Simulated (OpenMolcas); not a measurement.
# Pm3+: input and output

Pm3+ with 6 ligands (fluoride) in octahedral coordination (Oh) at 2.28 Å. A charge of +0.5 e stands 2.6 Å behind each ligand. Ligand basis ANO-RCC-VDZP. With inversion symmetry the input lists one of each pair of outer charges.

Input:

```
&GATEWAY
Coord
7

Pm 0.0 0.0 0.0
F 2.280000 0.000000 0.000000
F 0.000000 2.280000 0.000000
F -2.280000 0.000000 0.000000
F 0.000000 -2.280000 0.000000
F 0.000000 0.000000 2.280000
F 0.000000 0.000000 -2.280000
Basis=Pm.ANO-RCC-VDZP,F.ANO-RCC-VDZP
Group=XYZ
NoMove
AngMom=0.0 0.0 0.0
AMFI
RICD
XField
3 Angstrom 0
4.880000 0.000000 0.000000 0.500000
0.000000 4.880000 0.000000 0.500000
0.000000 0.000000 4.880000 0.500000
&SEWARD
&RASSCF
FileOrb=start.orb
Symmetry=1
Spin=5
nActEl=4 0 0
Inactive=30 27
Ras2=0 7
CIRoot=35 35 1
SDav=35
CIMx=300
Iter=150 100
PrWF=0.3
OrbListing=Nothing
MaxOrb=0
LevShft=1.0
>>> COPY $Project.JobIph JOB001
&RASSCF
FileOrb=start.orb
Symmetry=1
Spin=3
nActEl=4 0 0
Inactive=30 27
Ras2=0 7
CIRoot=162 162 1
SDav=210
CIMx=300
Iter=150 100
PrWF=0.3
OrbListing=Nothing
MaxOrb=0
CIOnly
LevShft=1.0
>>> COPY $Project.JobIph JOB002
&RASSCF
FileOrb=start.orb
Symmetry=1
Spin=1
nActEl=4 0 0
Inactive=30 27
Ras2=0 7
CIRoot=162 162 1
SDav=196
CIMx=300
Iter=150 100
PrWF=0.3
OrbListing=Nothing
MaxOrb=0
CIOnly
LevShft=1.0
>>> COPY $Project.JobIph JOB003
&RASSI
NrOfJobIphs=3 32 106 31
1 2 3 4 5 6 7 8 9 10 11 12 13 14 15 16 17 18 19 20 21 22 23 24 25 26 27
28 29 30 31 32
1 2 3 4 5 6 7 8 9 10 11 12 13 14 15 16 17 18 19 20 21 22 23 24 25 26 27
28 29 30 31 32 33 34 35 36 37 38 39 40 41 42 43 44 45 46 47 48 49 50 51
52 53 54 55 56 57 58 59 60 61 62 63 64 65 66 67 68 69 70 71 72 73 74 75
76 77 78 79 80 81 82 83 84 85 86 87 88 89 90 91 92 93 94 95 96 97 98 99
100 101 102 103 104 105 106
1 2 3 4 5 6 7 8 9 10 11 12 13 14 15 16 17 18 19 20 21 22 23 24 25 26 27
28 29 30 31
IphNames
JOB001
JOB002
JOB003
EJob
SpinOrbit
DIPRint=1.0
SOCoupling=1000.0
Subsets=2
Property=9
'ANGMOM' 1 'ANGMOM' 2 'ANGMOM' 3 'MLTPL  1' 1 'MLTPL  1' 2 'MLTPL  1' 3
'AMFI' 1 'AMFI' 2 'AMFI' 3
SOProperty=3
'ANGMOM' 1 'ANGMOM' 2 'ANGMOM' 3
```

Launched by
```bash
OMP_NUM_THREADS=1 MOLCAS_MEM=2457 MOLCAS_PROJECT=a pymolcas a.inp > a.log  # once for each step of the input, in one work folder
```

A driver script runs the steps one by one and writes start.orb anew before each from the orbitals found so far, so a CI-only block uses the converged orbitals of the first block.

Output, cut to the results:

```
--- SEWARD ---
Basis set label: PM.ANO-RCC...7S6P4D2F1G.

      Electronic valence basis set:
      ------------------
      Associated Effective Charge  61.000000 au
      Associated Actual Charge     61.000000 au
      Nuclear Model: Point charge

      Shell  nPrim  nBasis  Cartesian Spherical Contaminant
         s      25       7        X
         p      22       6        X
         d      15       4                 X
         f      11       2                 X
         g       4       1                 X
                  Relativistic Douglas-Kroll-Hess integrals:
                    - DKH order of Hamiltonian: 2
                    - DKH order of Properties : 0
                  Atomic mean-field integrals
--- RASSCF ---
Wave function specifications:
      -----------------------------

      Number of closed shell electrons         114
      Number of electrons in active shells       4
      Max number of holes in RAS1 space          0
      Max nr of electrons in RAS3 space          0
      Number of inactive orbitals               57
      Number of active orbitals                  7
      Number of secondary orbitals              88
      Spin quantum number                      2.0
      State symmetry                             1
Orbital specifications:
      -----------------------

      Symmetry species                           1   2
                                                ag  au
      Frozen orbitals                            0   0
      Inactive orbitals                         30  27
      Active orbitals                            0   7
      RAS1 orbitals                              0   0
      RAS2 orbitals                              0   7
      RAS3 orbitals                              0   0
      Secondary orbitals                        48  40
      Deleted orbitals                           0   0
      Number of basis functions                 78  74
      Number of CSFs                            35
      Number of root(s) required                35
      Iter CI   SX   CI       RASSCF       Energy    max ROT     max BLB   max BLB  Level Ln srch  Step   QN
          iter iter root      energy       change     param      element    value   shift minimum  type update
 Nr of preliminary CI iterations:   1
      Total energies have been shifted. Add               -10000.00 au
        1   1    9    0  -609.79810426    0.00E+00   5.78E-02   17  51 2 -3.42E-01*  0.87   0.00    SX    NO
        2   1   10    0  -610.64910299   -8.51E-01* -3.51E-02   30  33 1  1.27E-01*  0.82   0.00    SX    NO
        3   1    9    0  -610.71649202   -6.74E-02*  1.60E-02   30  33 1  5.94E-02*  0.85   0.00    SX    NO
        4   1    9    0  -610.72796609   -1.15E-02*  8.77E-03   30  33 1  3.28E-02*  0.87   0.00    SX    NO
        5   1    8    0  -610.73116160   -3.20E-03*  1.01E-02   30  33 1  1.80E-02*  0.88   2.22    LS   YES
        6   1    8    0  -610.73254616   -1.38E-03* -1.37E-03   15  42 2 -3.97E-03*  0.89   1.06    QN   YES
        7   1    7    0  -610.73268747   -1.41E-04* -9.49E-04   15  42 2 -2.46E-03*  0.89   1.70    LS   YES
        8   1    8    0  -610.73271608   -2.86E-05*  6.32E-04    7  45 2 -2.14E-03*  0.89   1.01    QN   YES
        9   1    7    0  -610.73273783   -2.18E-05*  5.15E-04   15  42 2 -8.11E-04*  0.88   1.31    QN   YES
       10   1    7    0  -610.73274368   -5.85E-06*  3.66E-04   24  66 2  4.47E-04*  0.88   1.45    QN   YES
       11   1    6    0  -610.73274544   -1.75E-06* -9.95E-05   11  43 2  1.84E-04*  0.88   1.28    QN   YES
       12   1    5    0  -610.73274569   -2.49E-07* -2.39E-05   10  42 2  6.34E-05   0.88   1.28    QN   YES
       13   1    5    0  -610.73274571   -2.76E-08* -3.59E-05   12  47 2  2.38E-05   0.88   2.50    LS   YES
       14   1    5    0  -610.73274568    3.19E-08* -2.11E-05   14  48 2 -6.78E-05   0.88   0.16    LS   YES
       15   1    5    0  -610.73274571   -3.02E-08*  9.28E-06   14  48 2 -3.75E-05   0.88   1.43    QN   YES
       16   1    4    0  -610.73274572   -5.44E-09  -2.38E-06   14  48 2 -7.17E-06   0.88   1.16    QN   YES
      Convergence after 16 iterations
       17   1    4    0  -610.73274572   -4.35E-10  -2.38E-06   30  33 1  3.66E-06   0.88   1.16    QN   YES
      Natural orbitals and occupation numbers for root  1
      sym 2:   0.214642   0.335271   0.818002   0.182345   0.733144   0.911843   0.804753
      Natural orbitals and occupation numbers for root  2
...
--- RASSI ---
SPIN-FREE ENERGIES:
  (Shifted by EMIN (a.u.) =     -10610.8024457360)

 SF State       Relative EMIN(au)   Rel lowest level(eV)    D:o, cm**(-1)

     1             0.0000000000        0.0000000000              0.0000
     2             0.0000000000        0.0000000000              0.0000
     3             0.0000000000        0.0000000000              0.0000
     4             0.0000060677        0.0001651113              1.3317
     5             0.0002877012        0.0078287495             63.1431
     6             0.0002877012        0.0078287495             63.1431
     7             0.0002877012        0.0078287495             63.1431
     8             0.0019559411        0.0532238676            429.2794
     9             0.0019559411        0.0532238676            429.2794
    10             0.0024524640        0.0667349443            538.2536
    11             0.0024524640        0.0667349443            538.2536
    12             0.0024524640        0.0667349443            538.2536
    13             0.0030994522        0.0843403920            680.2511
    14             0.0679884604        1.8500602563          14921.7423
    15             0.0689895634        1.8773016573          15141.4590
    16             0.0689895634        1.8773016573          15141.4590
    17             0.0689895634        1.8773016573          15141.4590
    18             0.0694260648        1.8891794647          15237.2600
    19             0.0709946035        1.9318615777          15581.5144
    20             0.0709946035        1.9318615777          15581.5144
    21             0.0709946035        1.9318615777          15581.5144
    33             0.0823764093        2.2415762917          18079.5321
    34             0.0823764093        2.2415762917          18079.5321
    35             0.0823764093        2.2415762917          18079.5321
    36             0.0825080901        2.2451595088          18108.4327
...
```

Spin-orbit levels above the lowest (labels of O, the rotations of Oh):

```csv
E (cm-1),Degeneracy,Label,2S+1,J,|mJ| (%)
0.0,3,T2,5,4.00,3 (58)
294.0,3,T1,5,4.03,1 (57)
295.6,1,A1,5,4.01,0 (58)
303.6,2,E,5,4.03,2 (50)
1715,3,T1,5,4.98,3 (58)
1753,2,E,5,4.97,2 (50)
1770,3,T2,5,5.02,2 (33)
1861,3,T1,5,5.02,5 (34)
3423,1,A1,5,5.99,4 (87)
3453,3,T1,5,5.98,4 (33)
3481,3,T2,5,5.99,3 (33)
3508,1,A2,5,6.01,2 (69)
3571,3,T2,5,6.01,1 (51)
3575,2,E,5,6.02,0 (43)
5248,3,T1,5,6.99,5 (55)
5301,2,E,5,6.98,4 (49)
5317,3,T2,5,6.99,3 (43)
5339,1,A2,5,6.99,2 (54)
5456,3,T1,5,7.02,7 (34)
5471,3,T2,5,7.01,2 (33)
```

High states are left out of the spin-orbit mixing, which shifts the levels that they would mix with. Without dynamic correlation the ligand-field splitting of an f shell can come out too small, at times by half. The first state left out of the spin-orbit step lies near 39000 cm-1 above the lowest spin-free state of the reference (among the parities and spins computed), and the lists stop at four fifths of that energy or lower. No measured value stands beside these numbers; the geometry was imposed, not optimised, and the real ion may take another.

The RASSCF and RASSI steps took 100 s on 1 thread of Arm Neoverse V1, with other jobs on the host; the integral step is not counted.
